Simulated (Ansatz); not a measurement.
C4H5, doublet, at a GFN2-xTB geometry; SVWN5/6-31G* (Ansatz, an electronic-structure program).

The Ansatz input:
Ansatz 0.2 input:
```yaml
crystal:
  periodic: [false, false, false]
  atoms:
    - {symbol: C, position_ang: [-1.45006822, -1.07167082, -0.63158736]}
    - {symbol: C, position_ang: [-0.25920185, -0.56808578, -0.50436756]}
    - {symbol: C, position_ang: [0.13180099, 0.47529935, 0.45030056]}
    - {symbol: C, position_ang: [1.36582743, 0.95156397, 0.53475037]}
    - {symbol: H, position_ang: [-2.41592108, -0.96137587, -0.19544851]}
    - {symbol: H, position_ang: [0.55153888, -0.91673113, -1.13669287]}
    - {symbol: H, position_ang: [-0.65429776, 0.84357236, 1.09483111]}
    - {symbol: H, position_ang: [2.15903411, 0.59378581, -0.10123445]}
    - {symbol: H, position_ang: [1.62949575, 1.71810851, 1.24396860]}
basis:
  gaussian:
    orbitals: 6-31G*
hamiltonian:
  xc: {name: SVWN5}
magnetization: {spin_polarized: true, initial_magnetization: 1}
scf: {lower_state_search: off}
```

Predict the main parts of the log of this Ansatz run.


```
Functional definition: SVWN5
these checks for a lower state are left out or cut short: stability, starts, cluster_reference, orbital_swaps, neighbouring_geometries, increment
876 factors; their error is unknown
mean field evaluation 1: about -4177.9920 eV, gradient 3.8e1 eV
mean field evaluation 2: about -4170.4919 eV, gradient 5.3e1 eV
mean field evaluation 4: about -4185.7550 eV, gradient 3.0e0 eV
mean field evaluation 8: about -4185.8049 eV, gradient 1.6e-1 eV
mean field evaluation 16: about -4185.7357 eV, gradient 1.9e-4 eV
mean field -4185.73571683 eV, -153.8229504000 hartree, gradient 4.6e-6 eV, S^2 0.759900; 0 other end points of the search recorded, 0 dependent functions left out
reference -4185.73573742 eV, -153.8229511568 hartree; 15, 14 occupied and 55, 56 virtual orbitals, 876 factors
Total energy: -4185.73573742 eV, -153.8229511568 hartree
Checks for a lower state left out: stability, starts, cluster_reference, orbital_swaps, neighbouring_geometries, increment
```
